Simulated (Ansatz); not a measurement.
Mulliken charges of CH$_{4}$ClFOSTi (`C[O][Ti]([F])([SH])[Cl]`) from ωB97M-V/def2-TZVPP in Ansatz (PBE0-D4/def2-TZVP geometry).

```json
{"atom": "C1", "x (Å)": "0.639", "y (Å)": "-1.888", "z (Å)": "-0.082", "charge (e)": "-0.177"}
{"atom": "O2", "x (Å)": "0.238", "y (Å)": "-0.552", "z (Å)": "-0.090", "charge (e)": "-0.499"}
{"atom": "Ti3", "x (Å)": "-0.055", "y (Å)": "1.150", "z (Å)": "-0.096", "charge (e)": "0.918"}
{"atom": "F4", "x (Å)": "0.164", "y (Å)": "1.863", "z (Å)": "-1.685", "charge (e)": "-0.333"}
{"atom": "S5", "x (Å)": "-2.237", "y (Å)": "1.327", "z (Å)": "0.545", "charge (e)": "-0.221"}
{"atom": "Cl6", "x (Å)": "1.265", "y (Å)": "2.166", "z (Å)": "1.345", "charge (e)": "-0.211"}
{"atom": "H7", "x (Å)": "1.046", "y (Å)": "-2.159", "z (Å)": "-1.059", "charge (e)": "0.133"}
{"atom": "H8", "x (Å)": "1.401", "y (Å)": "-2.039", "z (Å)": "0.687", "charge (e)": "0.135"}
{"atom": "H9", "x (Å)": "-0.224", "y (Å)": "-2.522", "z (Å)": "0.137", "charge (e)": "0.134"}
{"atom": "H10", "x (Å)": "-2.236", "y (Å)": "2.653", "z (Å)": "0.298", "charge (e)": "0.122"}
```

Q: By hand: the dipole of these point charges (1 e Å = 4.8032 D).

A: Σ q r = (-0.084, -0.282, 0.135) e Å, of length 0.324 e Å = 1.56 D.

Q: How does the dipole of the full density compare? (Best estimate.)

A: The calculation gave: (0.072, -0.590, -0.046) e Å, 2.86 D; the point charges give 0.55 times that, at 37° from its direction.

Point charges leave out the atoms' own dipoles, such as those of lone pairs, and Mulliken's split depends on the basis, so the two needn't agree.
